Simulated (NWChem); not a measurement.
System: C3H3N2 anion

Here is an NWChem input.

```
start job
memory heap 200 mb stack 900 mb global 1100 mb
charge -1
geometry units angstroms noautosym nocenter noautoz
  C      0.000000     0.000000    -1.171329
  C      0.000000     1.097296    -0.288807
  N      0.000000     0.677649     0.992577
  N      0.000000    -0.677649     0.992577
  C      0.000000    -1.097296    -0.288807
  H      0.000000     0.000000    -2.262022
  H      0.000000     2.164649    -0.524421
  H      0.000000    -2.164649    -0.524421
end
basis spherical
  C library 6-31g*
  N library 6-31g*
  H library 6-31g*
end
dft
  xc hfexch
  iterations 150
  mulliken
end
task dft energy
esp
  recalculate
  probe 0.07
  range 0.3
  factor 1.0
  spacing 0.02
end
task esp
```

NWChem printed, in part:

```
             Northwest Computational Chemistry Package (NWChem) 7.3.0
             --------------------------------------------------------

                             Geometry "geometry" -> ""
                             -------------------------

 Output coordinates in angstroms (scale by  1.889725989 to convert to a.u.)

  No.       Tag          Charge          X              Y              Z
 ---- ---------------- ---------- -------------- -------------- --------------
    1 C                    6.0000     0.00000000     0.00000000    -1.17132900
    2 C                    6.0000     0.00000000     1.09729600    -0.28880700
    3 N                    7.0000     0.00000000     0.67764900     0.99257700
    4 N                    7.0000     0.00000000    -0.67764900     0.99257700
    5 C                    6.0000     0.00000000    -1.09729600    -0.28880700
    6 H                    1.0000     0.00000000     0.00000000    -2.26202200
    7 H                    1.0000     0.00000000     2.16464900    -0.52442100
    8 H                    1.0000     0.00000000    -2.16464900    -0.52442100

 Effective nuclear repulsion energy (a.u.)     152.5497031122

  xc_inp: hfexch multiplicative factor not found.

                                 NWChem DFT Module
                                 -----------------

 Summary of "ao basis" -> "ao basis" (spherical)
 ------------------------------------------------------------------------------
       Tag                 Description            Shells   Functions and Types
 ---------------- ------------------------------  ------  ---------------------
 C                           6-31g*                  6       14   3s2p1d
 N                           6-31g*                  6       14   3s2p1d
 H                           6-31g*                  2        2   2s

            General Information
            -------------------
          SCF calculation type: DFT
          Wavefunction type:  closed shell.
          No. of atoms     :     8
          No. of electrons :    36
           Alpha electrons :    18
            Beta electrons :    18
          Charge           :    -1
          Spin multiplicity:     1
          Use of symmetry is: off; symmetry adaption is: off
          Maximum number of iterations: 150
          AO basis - number of functions:    76
                     number of shells:    36
          Convergence on energy requested:  1.00D-06
          Convergence on density requested:  1.00D-05
          Convergence on gradient requested:  5.00D-04

              XC Information
              --------------
                     Hartree-Fock (Exact) Exchange  1.000

      Superposition of Atomic Density Guess
      -------------------------------------

 Sum of atomic energies:        -223.06293655

 Renormalizing density from      35.00 to     36

      Non-variational initial energy
      ------------------------------

 Total energy =    -230.142454
 1-e energy   =    -620.532628
 2-e energy   =     237.840471
 HOMO         =       0.070746
 LUMO         =       0.392240

     ---------------------------------------------
      Total Density - Mulliken Population Analysis
     ---------------------------------------------

    Atom       Charge   Shell Charges
 -----------   ------   -------------------------------------------------------
    1 C    6     6.29   2.00  0.69  1.81  0.57  1.19  0.03
    2 C    6     5.90   2.00  0.69  1.70  0.50  0.97  0.05
    3 N    7     7.48   2.00  0.80  2.15  0.87  1.62  0.04
    4 N    7     7.48   2.00  0.80  2.15  0.87  1.62  0.04
    5 C    6     5.90   2.00  0.69  1.70  0.50  0.97  0.05
    6 H    1     0.97   0.49  0.48
    7 H    1     0.99   0.49  0.50
    8 H    1     0.99   0.49  0.50

[...]

                     NWChem Electrostatic Potential Fit Module
                     -----------------------------------------

 Atom parameters

 Number of atoms is                                    8
 Number of basis functions is                         76

 Grid parameters

 Maximum number of grid points is                  32846
 Number of grid points is                          32845
 Grid range                                     0.300000 nm
 Grid spacing                                   0.020000 nm
 Probe radius                                   0.070000 nm
 Atom radius factor                             1.000000

 Atomic radii

    1    0.100000
    6    0.147000
    7    0.140000
 FASTESP  F
  using M.O. file = ./job.movecs

    Atom              Coordinates                           Charge

                                                  ESP

    1 C     0.000000    0.000000   -0.117133   -0.560506
    2 C     0.000000    0.109730   -0.028881    0.278113
    3 N     0.000000    0.067765    0.099258   -0.499273
    4 N     0.000000   -0.067765    0.099258   -0.497418
    5 C     0.000000   -0.109730   -0.028881    0.266912
    6 H     0.000000    0.000000   -0.226202    0.104699
    7 H     0.000000    0.216465   -0.052442   -0.049238
    8 H     0.000000   -0.216465   -0.052442   -0.043289
                                            ------------
                                               -1.000000

 Dipole moment                                  1.372653

 Quadrupole moment Qxx                          5.347782
                   Qyy                          2.829228
                   Qzz                         -8.177010

 RMS deviation kJ/mol                           0.132312

 RRMS %                                         5.757013
```

Level: Hartree-Fock/6-31G* (spherical d). Sets without diffuse functions describe the anion's extra electron poorly. All runs use the structure optimised with B3LYP/def2-SVPD. No frequency run checked for a minimum.
